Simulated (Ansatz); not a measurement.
Consider the substitution at a C–S bond: `CSC` + `CC(C)B(O)O` → `COB(O)C(C)C` + CH₃SH.

Isolated molecules relaxed with PBE0-D4/def2-TZVP in Ansatz; ΔE leaves out vibrations. CCSD(T)/CBS adds triple-zeta CCSD(T) − MP2 to the extrapolated MP2 energy (def2 sets, frozen cores). This one scheme is used for every species. DFT in def2-TZVPP. B3LYP here is the variant with VWN-RPA as its local correlation; programs differ in this. One conformer a species, not always the lowest.

`CSC`:

```xyz
9

C     0.162    0.523    1.256
S     0.490    0.976   -0.450
C    -0.145   -0.489   -1.271
H    -0.907    0.377    1.428
H     0.508    1.347    1.880
H     0.705   -0.382    1.536
H    -1.210   -0.624   -1.072
H    -0.005   -0.345   -2.343
H     0.402   -1.383   -0.964
```

`CC(C)B(O)O`:

Z-matrix (Å, degrees):
```
C
C 1 1.530
H 1 1.091 2 111.4
H 1 1.095 2 111.1 3 -119.9
H 1 1.094 2 111.1 3 120.7
C 2 1.525 1 111.2 3 -178.3
B 2 1.582 1 110.8 3 54.2
H 2 1.099 1 107.1 3 -60.5
H 6 1.096 2 111.3 1 -62.5
H 6 1.095 2 112.2 1 176.3
H 6 1.093 2 111.4 1 56.4
O 7 1.369 2 124.1 1 124.2
O 7 1.363 2 118.6 1 -55.7
H 12 0.959 7 112.9 2 -0.1
H 13 0.962 7 111.9 2 179.9
```

`COB(O)C(C)C`:

```xyz
18

C    -0.388    0.958    2.247
O    -1.302    0.821    1.188
B    -1.037    0.163    0.019
O    -2.042    0.160   -0.904
C     0.332   -0.542   -0.336
C     0.194   -1.562   -1.461
C     1.381    0.518   -0.694
H    -0.945    0.937    3.186
H     0.352    0.154    2.263
H     0.135    1.916    2.177
H    -2.809    0.648   -0.589
H     0.692   -1.071    0.558
H    -0.519   -2.349   -1.210
H     1.156   -2.035   -1.681
H    -0.162   -1.085   -2.377
H     2.345    0.052   -0.916
H     1.540    1.238    0.114
H     1.077    1.080   -1.582
```

CH₃SH:

Z-matrix (Å, degrees):
```
C
S 1 1.806
H 1 1.089 2 111.5
H 1 1.089 2 111.5 3 -123.8
H 1 1.090 2 106.2 3 118.1
H 2 1.342 1 97.1 3 61.9
```

(1) Is it downhill or uphill in electronic energy at CCSD(T)/CBS, and by how much? (An estimate is asked.)

(2) What do these levels give: PBE-D4, r2SCAN-D4, PBE0-D4, B3LYP-D4, ωB97X-V, ωB97M-V, r2SCAN, PBE0, MP2/def2-TZVPP, HF/def2-QZVPP, MP2/CBS(def2), CCSD/CBS(def2)? (Estimate.)

Largest T1 diagnostic among the species: 0.011.

Answers

(1) The calculation gave: Uphill: ΔE = +55.7 kJ/mol.

(2) The calculation gave: PBE-D4 55.5, r2SCAN-D4 55.7, PBE0-D4 55.9, B3LYP-D4 49.0, ωB97X-V 50.9, ωB97M-V 53.6, r2SCAN 56.6, PBE0 57.5, MP2/def2-TZVPP 58.4, HF/def2-QZVPP 46.2, MP2/CBS(def2) 62.8, CCSD/CBS(def2) 54.8 kJ/mol.

In def2-TZVPP, CCSD(T) changes the Hartree–Fock value by +5.1 kJ/mol (the triples alone add +0.9 kJ/mol) and MP2 by +12.3 kJ/mol.
